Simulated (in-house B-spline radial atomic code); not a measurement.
## Binding energies in the tantalum ion Ta²⁺

NIST's tabulated ground configuration is [Xe] 4f14 5d3; each binding energy is the energy of the ion with one electron taken from that subshell, relaxed, less that of the parent. Level of theory: Dirac-Kohn-Sham PBE, spherical fractional occupations, Fermi nucleus of rms radius 5.3507 fm; calculated with a B-spline radial code for spherical atoms. Energies include first-order Breit, QED and recoil terms.

```json
{"subshell": "1s", "X-ray name": "K", "binding energy (eV)": "67518.8", "-ε (eV)": "67269.8", "relaxation (eV)": "-545.2"}
{"subshell": "2s", "X-ray name": "L1", "binding energy (eV)": "11621.4", "-ε (eV)": "11563.4", "relaxation (eV)": "-98.1"}
{"subshell": "2p1/2", "X-ray name": "L2", "binding energy (eV)": "11142", "-ε (eV)": "11053.9", "relaxation (eV)": "-126.8"}
{"subshell": "2p3/2", "X-ray name": "L3", "binding energy (eV)": "9868.1", "-ε (eV)": "9783.7", "relaxation (eV)": "-109.3"}
{"subshell": "3s", "X-ray name": "M1", "binding energy (eV)": "2680.3", "-ε (eV)": "2660.8", "relaxation (eV)": "-27.5"}
{"subshell": "3p1/2", "X-ray name": "M2", "binding energy (eV)": "2456.2", "-ε (eV)": "2433.9", "relaxation (eV)": "-29.7"}
{"subshell": "3p3/2", "X-ray name": "M3", "binding energy (eV)": "2182.9", "-ε (eV)": "2160.4", "relaxation (eV)": "-26.9"}
{"subshell": "3d3/2", "X-ray name": "M4", "binding energy (eV)": "1806.4", "-ε (eV)": "1776.5", "relaxation (eV)": "-32.7"}
{"subshell": "3d5/2", "X-ray name": "M5", "binding energy (eV)": "1746.9", "-ε (eV)": "1716.9", "relaxation (eV)": "-31.7"}
{"subshell": "4s", "X-ray name": "N1", "binding energy (eV)": "565.7", "-ε (eV)": "554.8", "relaxation (eV)": "-12.6"}
{"subshell": "4p1/2", "X-ray name": "N2", "binding energy (eV)": "472.2", "-ε (eV)": "461.2", "relaxation (eV)": "-12.6"}
{"subshell": "4p3/2", "X-ray name": "N3", "binding energy (eV)": "409.5", "-ε (eV)": "398.2", "relaxation (eV)": "-12.1"}
{"subshell": "4d3/2", "X-ray name": "N4", "binding energy (eV)": "255.7", "-ε (eV)": "244.2", "relaxation (eV)": "-11.8"}
{"subshell": "4d5/2", "X-ray name": "N5", "binding energy (eV)": "244.2", "-ε (eV)": "232.6", "relaxation (eV)": "-11.7"}
{"subshell": "5s", "X-ray name": "O1", "binding energy (eV)": "95.85", "-ε (eV)": "88.34", "relaxation (eV)": "-7.78"}
{"subshell": "5p1/2", "X-ray name": "O2", "binding energy (eV)": "68.37", "-ε (eV)": "61.23", "relaxation (eV)": "-7.32"}
{"subshell": "5p3/2", "X-ray name": "O3", "binding energy (eV)": "59.35", "-ε (eV)": "52.48", "relaxation (eV)": "-6.95"}
{"subshell": "4f5/2", "X-ray name": "N6", "binding energy (eV)": "52.06", "-ε (eV)": "41.29", "relaxation (eV)": "-10.64"}
{"subshell": "4f7/2", "X-ray name": "N7", "binding energy (eV)": "50.06", "-ε (eV)": "39.31", "relaxation (eV)": "-10.55"}
{"subshell": "5d", "X-ray name": "O4,5", "binding energy (eV)": "23.6", "-ε (eV)": "18.31", "relaxation (eV)": "-5.29"}
```

Relaxation = -ε minus the binding energy without Breit, QED and recoil terms. With a density functional, K lines can miss by some tenths of a per cent, more in light atoms. For a density functional the relaxation so defined is negative, because -ε of a Kohn-Sham level is smaller than the binding energy.

Emission lines follow as differences of binding energies, with λ = 12398.42 eV·Å / E:

| line | holes | energy (eV) | wavelength (Å) |
| --- | --- | --- | --- |
| K-L3 | 1s → 2p3/2 | 57650.7 | 0.21506 |
| K-L2 | 1s → 2p1/2 | 56376.8 | 0.21992 |
| K-M3 | 1s → 3p3/2 | 65335.9 | 0.18976 |
| L3-M5 | 2p3/2 → 3d5/2 | 8121.2 | 1.5267 |
| L2-M4 | 2p1/2 → 3d3/2 | 9335.6 | 1.3281 |
| L1-M3 | 2s → 3p3/2 | 9438.5 | 1.3136 |
| L3-M1 | 2p3/2 → 3s | 7187.8 | 1.7249 |
| L2-N4 | 2p1/2 → 4d3/2 | 10886.3 | 1.1389 |
| M5-N7 | 3d5/2 → 4f7/2 | 1696.8 | 7.3068 |
| M4-N6 | 3d3/2 → 4f5/2 | 1754.3 | 7.0673 |

(1) What screening constant σ does Moseley's law, E = (3/4)·13.6057 eV·(Z - σ)², need for K-L3?

Moseley's non-relativistic formula needs a falling, then negative, screening constant for heavy elements, because relativity binds the 1s electron more strongly than the formula allows.

(2) What does it cost to remove both a 4p3/2 and a 5s electron?

(3) What does it cost to remove both a 5s and a 5p3/2 electron?

(4) What does it cost to remove both a 2s and a 3s electron?

Answers

(1) σ = -2.16.

(2) 523.52 eV, which is 18.13 eV more than the two single binding energies together.

(3) 170.65 eV, which is 15.45 eV more than the two single binding energies together.

(4) 14382 eV, which is 80.5 eV more than the two single binding energies together.
